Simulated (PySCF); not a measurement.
Fill in the blanks.

C8H7Cl2F.
SMILES: `CC1=C(C(Cl)Cl)[C@@H]2C=C(F)[C@H]12`

Conformer (atom-mapped SMILES and torsion angles): `[CH3:1][C:2]1=[C:3]([CH:4]([Cl:5])[Cl:6])[C@@H:7]2[CH:8]=[C:9]([F:10])[C@H:11]12`: C2–C3–C4–Cl5 -115°.

```tsv
property	level	value
point group of the GFN2-xTB geometry	GFN2-xTB	C1
rotational constants A, B, C of the GFN2-xTB geometry	GFN2-xTB	?
dipole moment	PBE0/pcSseg-1	?
HOMO energy	PBE0/pcSseg-1	?
LUMO energy	PBE0/pcSseg-1	-0.92 eV
13C chemical shifts (computed TMS as zero) by class	GIAO PBE0/pcSseg-1	?
1H chemical shifts (computed TMS as zero) by class	GIAO PBE0/pcSseg-1	6.67 (1 H), 5.70 (1 H), 3.80 (1 H), 3.67 (1 H), 2.04 (3 H) ppm
isotropic shieldings of nuclei other than C and H, by class	GIAO PBE0/pcSseg-1	261 (1 F), 649 (1 Cl), 688 (1 Cl) ppm
```

The electronic properties come from PySCF, for the isolated species, density fitting. The shieldings hold no spin–orbit term; for a carbon that bears several chlorines this term is known to matter. NMR classes are plain means over equivalent atoms (diastereotopic ones count apart unless rotation or inversion swaps them), as if these changed places fast; in this geometry the members of some classes differ.

Question: Give the rotational constants A, B, C of the GFN2-xTB geometry.

Answer: 1.337, 0.532, 0.478 GHz.

Question: What is the HOMO energy?

Answer: -7.12 eV.

Question: What are the 13C chemical shifts (computed TMS as zero) by class?

Answer: 172.0 (1 C), 155.1 (1 C), 153.9 (1 C), 120.5 (1 C), 79.9 (1 C), 55.3 (1 C), 36.1 (1 C), 17.2 (1 C) ppm.

Question: What is the dipole moment?

Answer: 2.35 D.

The dipole equals about 7.8 × 10⁻³⁰ C·m (1 D = 3.33564 × 10⁻³⁰ C·m). With B = h/(8π²I), that is 505.379 GHz u Å² over I, the principal moments of inertia are 378.0, 949.8 and 1057.9 u Å² (most abundant isotopes); the inertial defect Ic − Ia − Ib is -269.9 u Å² (zero for a rigid planar frame, negative otherwise). The rotational constants make it an asymmetric top with κ = (2B − A − C)/(A − C) = -0.87, nearer the prolate limit (−1).

One conformer stands for the species.
